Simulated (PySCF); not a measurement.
A structure optimised at PBE-D3(BJ)/def2-SVP, used in a PySCF frequency run:

```xyz
10

C     -1.9615     2.7172     0.0000
C     -1.2983     1.5409     0.0000
C      0.1486     1.3749     0.0000
Cl     1.1230     2.8403     0.0000
C      0.8421     0.2068     0.0000
I     -0.0203    -1.7080     0.0000
H     -1.4215     3.6763     0.0000
H     -3.0610     2.7415     0.0000
H     -1.8596     0.5917     0.0000
H      1.9401     0.1890     0.0000
```

Problem. Write its SMILES, formula and point group.

Solution. C=C/C(Cl)=C\I, C₄H₄ClI, Cs

Problem. What are its rotational constants (standard atomic weights)?

Solution. 3.6623, 0.62252, 0.53208 GHz
